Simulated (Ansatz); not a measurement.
Isolated molecules relaxed with PBE0-D4/def2-TZVP in Ansatz; ΔE leaves out vibrations. CCSD(T)/CBS is the MP2 limit (def2-TZVPP, def2-QZVPP) plus CCSD(T) − MP2 in def2-TZVPP, frozen cores. Elements past krypton have def2 core potentials. For Ge, I outer-core shells are correlated without core-valence functions, which leaves a few kJ/mol of doubt a bond. Scalar relativity is left out up to krypton. Each species was taken in one conformer, which may not be the lowest.

`[F][GeH2][I]` + `N[SiH](F)Cl` → `N[SiH](Cl)[GeH2][F]` + `FI`  (formal exchange of groups at a Ge–I bond)

`[F][GeH2][I]`:

Z-matrix (Å, degrees):
```
Ge
F 1 1.734
I 1 2.492 2 107.2
H 1 1.530 2 106.6 3 -117.7
H 1 1.530 2 106.6 3 117.7
```

`N[SiH](F)Cl`:

Z-matrix (Å, degrees):
```
Si
F 1 1.593
Cl 1 2.039 2 105.8
N 1 1.685 2 114.5 3 -118.7
H 1 1.471 2 106.2 3 118.7
H 4 1.006 1 122.2 2 81.4
H 4 1.006 1 121.7 2 -76.3
```

`N[SiH](Cl)[GeH2][F]`:

```xyz
10

N     0.906    0.815   -1.349
Si   -0.200   -0.346   -0.794
Cl   -2.181   -0.029   -1.347
Ge   -0.306   -0.315    1.587
F     1.283   -0.696    2.214
H     0.933    1.748   -0.974
H     1.280    0.775   -2.284
H     0.180   -1.652   -1.376
H    -0.645    1.078    2.150
H    -1.250   -1.377    2.174
```

`FI`:

Z-matrix (Å, degrees):
```
F
I 1 1.904
```

| level | ΔE (kJ/mol) |
| --- | --- |
| HF/def2-TZVPP | 425.0 |
| SCS-MP2/def2-QZVPP | 400.0 |

Q: What does CCSD(T)/CBS give? (Best estimate.)

A: Computed: +387.2 kJ/mol. The listed levels differ from it by 37.8, 12.8 kJ/mol.

Largest T1 diagnostic among the species: 0.012.

From PBE to PBE0 (25 % exact exchange), in def2-TZVPP and without D4, ΔE moves by +24.5 kJ/mol. The D4 term adds −3.3 kJ/mol with B3LYP and −2.2 kJ/mol with PBE0; it sums over pairs of atoms, weighted by their polarisabilities, and B3LYP, whose exchange is more repulsive, gets the larger term. In def2-TZVPP, CCSD(T) changes the Hartree–Fock value by −31.4 kJ/mol (the triples alone add −5.0 kJ/mol) and MP2 by −7.3 kJ/mol.

B3LYP here is the variant with VWN-RPA as its local correlation; programs differ in this.
